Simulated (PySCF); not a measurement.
## A failing input for CoSe2⁻

```python
from pyscf import gto, dft

mol = gto.M(
    atom='Co 0 0 -0.5084; Se 1.9812 0 0.1917; Se -1.9812 0 0.1917',
    basis='sbkjc',
    ecp={'Co': 'sbkjc', 'Se': 'sbkjc'},
    charge=-1,
    spin=0,
    verbose=4,
)
mf = dft.RKS(mol, xc='olyp')
mf = mf.density_fit(auxbasis='def2-universal-jkfit')
mf.max_cycle = 3
mf.level_shift = 0.3
mf = mf.newton()
mf.kernel()
mf.mulliken_pop()
mf.dip_moment()
print('orbital energies (hartree):', mf.mo_energy[..., max(0, mol.nelec[1]-3):mol.nelec[0]+3].round(4))
```

```bash
$ OMP_NUM_THREADS=1 python input.py
```

The log, shortened:

```
[earlier lines left out]
macro= 0  E= -139.537696483893  delta_E= -29.6713  |g|= 12.6026  3 KF 15 JK
macro= 1  E= -157.513285845226  delta_E= -17.9756  |g|= 8.48231  3 KF 15 JK
macro= 2  E= -162.192795056023  delta_E= -4.67951  |g|= 2.84346  3 KF 15 JK
Canonicalize SCF orbitals
macro X = 3  E=-162.192795056023  |g|= 2.84346  total 10 KF 49 JK

SCF not converged.
SCF energy = -162.192795056023
 ** Mulliken pop  **
pop of  0 Co 3s           1.45959
pop of  0 Co 4s           0.48240
pop of  0 Co 5s           2.21020
pop of  0 Co 6s           0.41761
pop of  0 Co 3px          1.91046
pop of  0 Co 3py          1.52001
pop of  0 Co 3pz          1.55031
pop of  0 Co 4px          0.28012
pop of  0 Co 4py          0.24062
pop of  0 Co 4pz          0.19215
pop of  0 Co 5px          0.39515
pop of  0 Co 5py          0.30102
[35 lines left out]
 ** Mulliken atomic charges  **
charge of    0Co =     -1.98627
charge of    1Se =      0.49314
charge of    2Se =      0.49314

WARN: System has nonzero charge -1; the dipole moment is origin-dependent.
Location of origin: [0. 0. 0.]

Dipole moment(X, Y, Z, Debye):  0.00000,  0.00000,  2.36755
orbital energies (hartree): [-0.2368 -0.2267 -0.1598 -0.3783 -0.3519 -0.2731]
```

Q: Which setting is at fault, why, and what does a mended input give?

A: The cycle limit (3): the limit is below the number of cycles that the SCF needs. With this edit
```diff
- mf.max_cycle = 3
```
the run finishes: E(SCF) = -164.192758 Eh, 8 cycles.

The basis has no diffuse functions, which an anion needs. The dipole of an ion depends on the origin.
